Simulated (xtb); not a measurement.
Input file for xtb: GFN2-xTB on GeH4OSi (SMILES [OH][Ge][SiH3]), a point of a torsion scan.

```
$ xtb mol.xyz --gfn 2 --opt vtight --chrg 0 --uhf 0 --input xcontrol
7

O      2.19889564    -0.14787077    -0.48774271
Ge     0.98202973    -1.15188447     0.33567863
Si    -1.03041339    -0.01780349     0.28930845
H      2.24444185     0.78145249    -0.14186704
H     -1.71380184    -0.15337688    -0.99885442
H     -1.88667103    -0.62170962     1.30801928
H     -0.76392370     1.36799379     0.65806926
$constrain
  force constant=1.0
  dihedral: 1,2,3,5,80.0
$end
```

The log:

```
[...]
           -------------------------------------------------
          |                Calculation Setup                |
           -------------------------------------------------



           -------------------------------------------------
          |                 G F N 2 - x T B                 |
           -------------------------------------------------

        Reference                      10.1021/acs.jctc.8b01176
      * Hamiltonian:
        H0-scaling (s, p, d)           1.850000    2.230000    2.230000
        zeta-weighting                 0.500000
      * Dispersion:
        s8                             2.700000
        a1                             0.520000
        a2                             5.000000
        s9                             5.000000
      * Repulsion:
        kExp                           1.500000    1.000000
        rExp                           1.000000
      * Coulomb:
        alpha                          2.000000
        third order                    shell-resolved
        anisotropic                    true
        a3                             3.000000
        a5                             4.000000
        cn-shift                       1.200000
        cn-exp                         4.000000
        max-rad                        5.000000


          ...................................................
          :                      SETUP                      :
          :.................................................:
          :  # basis functions                  28          :
          :  # atomic orbitals                  26          :
          :  # shells                           12          :
          :  # electrons                        18          :
          :  max. iterations                   250          :
          :  Hamiltonian                  GFN2-xTB          :
          :  restarted?                      false          :
          :  GBSA solvation                  false          :
          :  PC potential                    false          :
          :  electronic temp.          300.0000000     K    :
          :  accuracy                    1.0000000          :
          :  -> integral cutoff          0.2500000E+02      :
          :  -> integral neglect         0.1000000E-07      :
          :  -> SCF convergence          0.1000000E-05 Eh   :
          :  -> wf. convergence          0.1000000E-03 e    :
          :  Broyden damping             0.4000000          :
          :  net charge                          0          :
          :  unpaired electrons                  0          :
          ...................................................

 iter      E             dE          RMSdq      gap      omega  full diag
   1     -9.4071098 -0.940711E+01  0.225E+01    0.79       0.0  T
   2     -9.4799710 -0.728612E-01  0.136E+01    1.65       1.0  T
   3     -9.8068463 -0.326875E+00  0.780E+00    1.43       1.0  T
   4     -9.8133161 -0.646987E-02  0.390E+00    1.49       1.0  T
   5     -9.8255592 -0.122431E-01  0.104E+00    1.63       1.0  T
   6     -9.8256842 -0.124980E-03  0.516E-01    1.67       1.0  T
   7     -9.8257911 -0.106915E-03  0.282E-01    1.68       1.0  T
   8     -9.8258432 -0.520794E-04  0.781E-02    1.67       1.0  T
   9     -9.8258497 -0.647387E-05  0.146E-02    1.67       2.6  T
  10     -9.8258497 -0.516923E-07  0.373E-03    1.67      10.1  T
  11     -9.8258497 -0.282451E-08  0.866E-04    1.67      43.7  T
  12     -9.8258497 -0.213317E-09  0.479E-04    1.67      79.0  T

   *** convergence criteria satisfied after 12 iterations ***

         #    Occupation            Energy/Eh            Energy/eV
      -------------------------------------------------------------
         1        2.0000           -0.7083605             -19.2755
       ...           ...                  ...                  ...
         3        2.0000           -0.5987344             -16.2924
         4        2.0000           -0.5281363             -14.3713
         5        2.0000           -0.4590717             -12.4920
         6        2.0000           -0.4451168             -12.1122
         7        2.0000           -0.4275924             -11.6354
         8        2.0000           -0.4223579             -11.4929
         9        2.0000           -0.3224601              -8.7746 (HOMO)
        10                         -0.2611124              -7.1052 (LUMO)
        11                         -0.1869967              -5.0884
        12                         -0.1558118              -4.2399
        13                         -0.1473747              -4.0103
        14                         -0.1259810              -3.4281
       ...                                ...                  ...
        26                          1.3686936              37.2440
      -------------------------------------------------------------
                  HL-Gap            0.0613477 Eh            1.6694 eV
             Fermi-
[...]
 -0.1540268              -4.1913
        14                         -0.1163620              -3.1664
       ...                                ...                  ...
        26                          1.0425738              28.3699
      -------------------------------------------------------------
                  HL-Gap            0.0751088 Eh            2.0438 eV
             Fermi-level           -0.2916109 Eh           -7.9351 eV

 SCC (total)                   0 d,  0 h,  0 min,  0.003 sec
 SCC setup                      ...        0 min,  0.000 sec (  1.744%)
 Dispersion                     ...        0 min,  0.000 sec (  0.572%)
 classical contributions        ...        0 min,  0.000 sec (  0.249%)
 integral evaluation            ...        0 min,  0.001 sec ( 27.450%)
 iterations                     ...        0 min,  0.001 sec ( 20.831%)
 molecular gradient             ...        0 min,  0.001 sec ( 45.791%)
 printout                       ...        0 min,  0.000 sec (  3.074%)

         :::::::::::::::::::::::::::::::::::::::::::::::::::::
         ::                     SUMMARY                     ::
         :::::::::::::::::::::::::::::::::::::::::::::::::::::
         :: total energy              -9.792003791308 Eh    ::
         :: gradient norm              0.000051996214 Eh/a0 ::
         :: HOMO-LUMO gap              2.043814719767 eV    ::
         ::.................................................::
         :: SCC energy                -9.840381924011 Eh    ::
         :: -> isotropic ES            0.021681659164 Eh    ::
         :: -> anisotropic ES          0.003227293343 Eh    ::
         :: -> anisotropic XC          0.002223630127 Eh    ::
         :: -> dispersion             -0.003997798354 Eh    ::
         :: repulsion energy           0.048378112565 Eh    ::
         :: add. restraining           0.000000020139 Eh    ::
         :: total charge               0.000000000000 e     ::
         :::::::::::::::::::::::::::::::::::::::::::::::::::::

           -------------------------------------------------
          |                Property Printout                |
           -------------------------------------------------

    * Orbital Energies and Occupations

         #    Occupation            Energy/Eh            Energy/eV
      -------------------------------------------------------------
         1        2.0000           -0.6954745             -18.9248
         2        2.0000           -0.6708457             -18.2546
         3        2.0000           -0.6114957             -16.6396
         4        2.0000           -0.5226109             -14.2210
         5        2.0000           -0.4624397             -12.5836
         6        2.0000           -0.4505165             -12.2592
         7        2.0000           -0.4128916             -11.2354
         8        2.0000           -0.4126915             -11.2299
         9        2.0000           -0.3291653              -8.9570 (HOMO)
        10                         -0.2540565              -6.9132 (LUMO)
        11                         -0.1846480              -5.0245
        12                         -0.1584298              -4.3111
        13                         -0.1540268              -4.1913
        14                         -0.1163620              -3.1664
        15                         -0.0693152              -1.8862
        16                         -0.0447209              -1.2169
        17                         -0.0363053              -0.9879
        18                          0.0689286               1.8756
        19                          0.0831683               2.2631
        20                          0.1418198               3.8591
       ...                                ...                  ...
        26                          1.0425738              28.3699
      -------------------------------------------------------------
                  HL-Gap            0.0751088 Eh            2.0438 eV
             Fermi-level           -0.2916109 Eh           -7.9351 eV

     #   Z          covCN         q      C6AA      α(0)
     1   8 O        1.585    -0.502    22.970     6.468
     2  32 Ge       1.666     0.243   251.319    33.156
     3  14 Si       3.633     0.341   101.712    19.346
Note: The following floating-point exceptions are signalling: IEEE_UNDERFLOW_FLAG IEEE_DENORMAL
normal termination of xtb
     4   1 H        0.806     0.295     0.735     1.346
     5   1 H        0.915    -0.124     6.496     3.986
     6   1 H        0.917    -0.133     6.873     4.100
     7   1 H        0.914    -0.121     6.358     3.944

 Mol. C6AA /au·bohr⁶  :       1509.056917
 Mol. C8AA /au·bohr⁸  :      82063.850591
 Mol. α(0) /au        :         72.346107


Wiberg/Mayer (AO) data.
largest (>0.10) Wiberg bond orders for each atom

 ---------------------------------------------------------------------------
     #   Z sym  total        # sym  WBO       # sym  WBO       # sym  WBO
 ---------------------------------------------------------------------------
     1   8 O    2.191 --     2 Ge   1.304     4 H    0.877
     2  32 Ge   2.440 --     1 O    1.304     3 Si   0.941
     3  14 Si   3.581 --     2 Ge   0.941     6 H    0.884     5 H    0.875
                             7 H    0.870
     4   1 H    0.913 --     1 O    0.877
     5   1 H    0.985 --     3 Si   0.875
     6   1 H    0.982 --     3 Si   0.884
     7   1 H    0.985 --     3 Si   0.870
 ---------------------------------------------------------------------------

Topologies differ in total number of bonds
Writing topology from bond orders to xtbtopo.mol

molecular dipole:
                 x           y           z       tot (Debye)
 q only:       -0.005      -0.273       0.121
   full:        0.145      -0.232       0.075       0.721
molecular quadrupole (traceless):
                xx          xy          yy          xz          yz          zz
 q only:       -5.848       1.013       4.493       1.025      -1.660       1.355
  q+dip:       -7.077       2.138       4.969       1.063      -1.773       2.108
   full:       -8.293       3.191       4.200       1.397      -0.759       4.093

           -------------------------------------------------
          |                Geometry Summary                 |
           -------------------------------------------------

      molecular mass/u    :      120.7442168
   center of mass at/Å    :        0.7566577      -0.8049238       0.3022175
  moments of inertia/u·Å² :        0.4674602E+02   0.1634138E+03   0.2047371E+03
rotational constants/cm⁻¹ :        0.3606217E+00   0.1031592E+00   0.8233795E-01

 * 5 selected distances

     #   Z          #   Z                                           value/Å
     1   8 O        2  32 Ge                                      1.7698545 (max)
     1   8 O        4   1 H                                       0.9555431 (min)
     3  14 Si       5   1 H                                       1.4752781
     3  14 Si       6   1 H                                       1.4696870
     3  14 Si       7   1 H                                       1.4765864

 * 3 distinct bonds (by element types)

   Z      Z             #   av. dist./Å        max./Å        min./Å
   1 H    8 O           1     0.9555431     0.9555431     0.9555431
   1 H   14 Si          3     1.4738505     1.4765864     1.4696870
   8 O   32 Ge          1     1.7698545     1.7698545     1.7698545


optimized geometry written to: xtbopt.xyz


           -------------------------------------------------
          | TOTAL ENERGY               -9.792003791308 Eh   |
          | GRADIENT NORM               0.000051996214 Eh/α |
          | HOMO-LUMO GAP               2.043814719767 eV   |
           -------------------------------------------------

------------------------------------------------------------------------
------------------------------------------------------------------------
 total:
 SCF:
 ANC optimizer:
```

The run finished.

Warnings raised: the energy holds the restraint's term.

Cost: roughly 0.10 core-seconds.
